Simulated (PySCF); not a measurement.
How methods differ on the ionisation energy of Re⁶¹⁺

Re⁶¹⁺ [Ne] 3s2 3p2 [3p1/2^2, M_J = 0] → Re⁶²⁺ [Ne] 3s2 3p1 [3p1/2^1, M_J = 1/2], as a difference of total energies. All numbers are calculated (PySCF 2.14, the two-component X2C-1e Hamiltonian, in an uncontracted even-tempered set (18 s from 19 bohr⁻², ratio 2.4; 14 p from 25 bohr⁻², ratio 2.4; 4 d from 85 bohr⁻², ratio 2.6; 4 f from 130 bohr⁻², ratio 2.6)). Correlated levels: 1s2 frozen; the 48 highest virtual spinors dropped. "Screened" scales the spin-orbit matrix elements by Boettger's factors to mimic the two-electron term; Breit and QED terms are absent.

```tsv
method	ionisation energy (eV)
GHF (spin-free)	6556.9
GMP2 (spin-free)	6557.7
GHF (screened spin-orbit)	6816.8
GMP2 (screened spin-orbit)	6818.6
```

Breit and QED terms and the two-electron picture change are absent.

The spin-free rows relax to the high-spin LS determinant and lack the spin-orbit shift.

The labels give the starting determinants; with spin-orbit coupling the two ends relaxed to ⟨J²⟩ = 0.00, ⟨L²⟩ = 1.35, ⟨S²⟩ = 1.35 and ⟨J²⟩ = 0.75, ⟨L²⟩ = 2.03, ⟨S²⟩ = 0.78.

For comparison: 6810 ± 12 eV (theoretical estimate listed by NIST; NIST Atomic Spectra Database, ionization energies).
